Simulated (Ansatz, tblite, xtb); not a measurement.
**How methods differ on CH3FOSi (SMILES CO[Si]F)**

CH3FOSi: 7 atoms, total charge 0, spin state singlet. SMILES: `CO[Si]F`. The coordinates come from a PBE0-D4/def2-TZVP relaxation. This is one conformer, not always the lowest.

Each level gives the vertical ionisation energy (to the doublet cation) (eV). The values are calculated.

```csv
level,kind,program,value (eV),less CCSD(T)/6-311+G**,CPU time (all runs)
GFN2-xTB,semi-empirical,xtb,14.11,+4.08,under 2 s
GFN1-xTB,semi-empirical,xtb,14.58,+4.55,under 2 s
IPEA1-xTB,semi-empirical,tblite,14.22,+4.19,under 2 s
HF/6-311+G**,Hartree–Fock,Ansatz,9.28,-0.75,11 s
SVWN5/6-311+G**,LDA,Ansatz,10.17,+0.14,14 s
BLYP/6-311+G**,GGA,Ansatz,9.91,-0.12,24 s
PBE/6-311+G**,GGA,Ansatz,9.96,-0.07,22 s
MP2/6-311+G**,perturbation theory,Ansatz,9.84,-0.19,13 s
CCSD(T)/6-311+G**,coupled cluster or CI,Ansatz,10.03,0.00,3.7 min
CCSD/6-311+G**,coupled cluster or CI,Ansatz,10.05,+0.02,2.6 min
```

CCSD(T)/6-311+G** is the highest level here, not the true value. The values span 9.28 to 14.58 eV. The xTB values lack the empirical shift that such differences need. CPU times are rough (shared hosts, several kinds of processor and program).
